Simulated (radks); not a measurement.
Question: All-electron atom: the zirconium ion Zr3+ in [Kr] 4d1. Method: scalar-relativistic Kohn-Sham, SCAN, spin-polarised, spherical densities, finite nucleus; open shells are filled with parallel spins first (spin-orbit coupling, left out, can overturn this in heavy ions); meta-GGA in the generalised Kohn-Sham scheme; Fermi nuclear charge, rms radius 4.2694 fm; computed with a radial shooting solver on a logarithmic mesh with Libxc functionals. Some entries of the table are withheld. Estimate them.

orbital,occ.,eigenvalue (eV),<r^2> (bohr^2),<r> (bohr)
1s down,1,-17893.74,0.001854,0.03707
1s up,1,-17893.74,0.001854,0.03707
2s up,1,-2515.998,0.03113,0.1625
2s down,1,-2515.867,0.03112,0.1625
2p up,3,-2243.686,0.02456,0.1417
2p down,3,-2243.590,0.02456,0.1417
3s up,1,-440.7717,0.2396,0.4572
3s down,1,-440.7181,0.2397,0.4572
3p up,3,-351.0942,0.2480,0.4613
3p down,3,-351.0285,0.2480,0.4613
3d up,5,-204.7825,0.2474,0.4523
3d down,5,-204.6613,0.2474,0.4523
4s up,1,-83.5648,1.649,1.208
4s down,1,-82.7429,1.639,1.204
4p up,3,-60.4944,(1),1.344
4p down,3,-59.5134,(2),1.336
4d up,1,-28.2417,3.882,1.822

Answer: 
(1) 4p up <r^2> (bohr^2): 2.058
(2) 4p down <r^2> (bohr^2): 2.036
